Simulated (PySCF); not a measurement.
**Structure from NMR data**

The spectra below were simulated for a compound C$_{4}$H$_{9}$FOSi.

$^{1}$H NMR (300 MHz, computed): δ 6.83 (m, 1H), 5.58 (m, 2H), 4.68 (m, 1H), 3.93 (q, 2H), 1.35 (t, 3H).

$^{13}$C{$^{1}$H} NMR (computed): δ 167.0 (CH), 100.2 (CH), 70.2 (CH2), 17.4 (CH3).

No solvent, rapidly exchanging positions averaged, non-relativistic Hamiltonian, a single conformation. Shieldings: GIAO PBE0/pcSseg-1; structure optimised with GFN2-xTB; PySCF 2.14.0 with density-fitted response routines.

References, each an isolated molecule treated in the same way: $^{1}$H and $^{13}$C against TMS.

Q: Choose the structure that fits.
A. C=C(C)O[SiH2]CF
B. CO[C@@H]1[C@@H](F)[C@@H]1[SiH3]
C. CCO/C=C\[SiH2]F

A: C. 

Rings plus π bonds: 1 (no ring in the answer). 4 carbon signals for 4 carbons: no two carbons are equivalent. Carbon types of the structure: 2 × CH, 1 × CH2, 1 × CH3, leaving 2 H on heteroatoms. δC 167.0: alkene carbon bearing oxygen; an sp2 carbon further deshielded by the attached heteroatom. δC 100.2: β carbon of an enol-ether or enamine type C=C; the O or N lone pair pushes π density onto this β carbon and shields it. δC 70.2: sp3 CH2 bonded to O; the inductive effect lowers its shielding. δH 6.83: hydrogen on an alkene carbon bearing oxygen; attached to an sp2 carbon and in the plane of the double bond. δH 3.93: hydrogen on an sp3 CH2 bonded to O; its carbon carries O, hence the downfield position.

The others: CO[C@@H]1[C@@H](F)[C@@H]1[SiH3] has carbons computed at 78.6, 65.1, 60.2, 11.4, with a different DEPT pattern; C=C(C)O[SiH2]CF has carbons computed at 160.7, 98.5, 76.9, 21.7, with a different DEPT pattern.

Splittings by $^{19}$F in the carbon and heteronuclear signals aren't shown, as no couplings were computed. Shifts are as computed. Against solution values, carbons near 30 ppm lie about +3 ppm off and those near 130 ppm about +5 ppm. Of 1211 compounds with measured shifts, 218 miss one by over three times the rms of a fit or turn the order of signals round; such compounds aren't used in these exercises. Multiplicities follow the n + 1 count of equivalent neighbours, as no J values were calculated; m marks all less simple cases, F and P coupling included.
